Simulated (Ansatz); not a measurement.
An input meant for GeH2Me(OMe) (C2H8GeO) (charge 0, triplet).

```yaml
crystal:
  periodic: [false, false, false]
  atoms:
    - {symbol: Ge, position_ang: [0.423561, 0.570950, 0.284533]}
    - {symbol: H, position_ang: [0.425937, 0.575249, 1.845708]}
    - {symbol: H, position_ang: [1.894094, 0.524356, -0.237564]}
    - {symbol: C, position_ang: [-0.597006, 2.052164, -0.469915]}
    - {symbol: H, position_ang: [-0.157326, 3.020873, -0.161720]}
    - {symbol: H, position_ang: [-1.644455, 2.004120, -0.115472]}
    - {symbol: H, position_ang: [-0.589811, 1.989665, -1.574929]}
    - {symbol: O, position_ang: [-0.434078, -0.916063, -0.283748]}
    - {symbol: C, position_ang: [0.070709, -2.175166, 0.101816]}
    - {symbol: H, position_ang: [1.112503, -2.358276, -0.260572]}
    - {symbol: H, position_ang: [-0.577309, -2.963465, -0.338036]}
    - {symbol: H, position_ang: [0.073182, -2.324396, 1.209910]}
basis:
  gaussian: {orbitals: cc-pVTZ-PP}
magnetization: {spin_polarized: true, initial_magnetization: 2}
hamiltonian: {xc: {name: B97}}
scf: {lower_state_search: off}
```

```sh
$ ansatz run in.yaml --threads 4 --pin off --events-out ev --progress --plain --max-ram 3916MiB
```

Output, abridged:

```
Functional definition: B97
Error: [file] the basis set cc-pVTZ-PP has no functions for H
```

(1) Something in this input is off. What?

Answers

(1) The basis set is misnamed or doesn't suit the job. The input was rejected before any iteration.
